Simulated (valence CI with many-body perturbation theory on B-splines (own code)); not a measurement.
Values are calculated unless marked as measured or tabulated.
Sensitivity of CI+MBPT for Ir LVI

Method: relativistic CI+MBPT: four valence electrons over a frozen Dirac-Fock core [Ar], a basis of 6 s, 6 p, 5 d, 5 f, 1 g functions for each j, with the one-electron correlation potential Σ1, the two-electron term Σ2, the three-electron term Σ3, Breit, model QED; selected CI, second order for the rest, scaled by the run's own slope (own B-spline code, finite nucleus).

No measured spectrum was set against this ion. As an estimate, large intervals hold to a few tenths of a per cent, small ones and those within an open d or f shell to about a per cent. The list stops below the first excitations out of the core. Only levels of the ground parity were solved; by the run's estimate the other parity begins above the list, which can be wrong where configurations are misplaced.

The reference run has the lowest level (3d3/2^4) J=0 and an ionisation energy of 5466.59 eV. Its largest variational space holds 8002 state functions.

Levels are named by their leading jj configuration (3d3/2^4 stands for four electrons in 3d with j = 3/2), which in mixed levels can hold well under half, so a name can repeat and another be missing. Letters in brackets count levels of one name in rising energy.

Changed runs:
A. screening of Σ1 on → off
B. size limit of the variational space 10000 → 1500; second order for the rest on → off
C. shift of the energy in Σ1 (hartree) 0 → 19.339
D. start configuration 3d4 → 3d5 (bad on purpose)

Excitation energies of the reference run in cm⁻¹, and shifts in cm⁻¹:

| Level | Reference | A | B | C |
| --- | --- | --- | --- | --- |
| (3d3/2^3 3d5/2) J=1 | 635190 | +252 | +885 | +1572 |
| (3d3/2^3 3d5/2) J=4 | 735013 | +253 | +3203 | +1573 |
| (3d3/2^3 3d5/2) J=2 | 765628 | +261 | +2691 | +1617 |
| (3d3/2^3 3d5/2) J=3 | 793445 | +259 | +2728 | +1603 |
| (3d3/2^2 3d5/2^2) J=0 [a] | 1343890 | +503 | +7.2 | +3134 |
| (3d3/2^2 3d5/2^2) J=2 [a] | 1345770 | +497 | +1295 | +3098 |
| (3d3/2^2 3d5/2^2) J=4 [a] | 1367130 | +504 | +2132 | +3146 |
| (3d3/2^2 3d5/2^2) J=3 [a] | 1385030 | +505 | +2528 | +3145 |
| (3d3/2^2 3d5/2^2) J=5 | 1413870 | +503 | +1516 | +3134 |
| (3d3/2^2 3d5/2^2) J=6 | 1437170 | +503 | +590 | +3139 |
| (3d3/2^2 3d5/2^2) J=1 | 1461960 | +510 | +1246 | +3161 |
| (3d3/2^2 3d5/2^2) J=3 [b] | 1484790 | +504 | +2951 | +3121 |
| Ionisation energy (eV) | 5466.59 | -0.045 | +0.0044 | +0.36 |

Run D: It gave no result: the electrons of core and valence do not add up to the charge. The program said: "core and valence hold 23 electrons, the ion has 22".
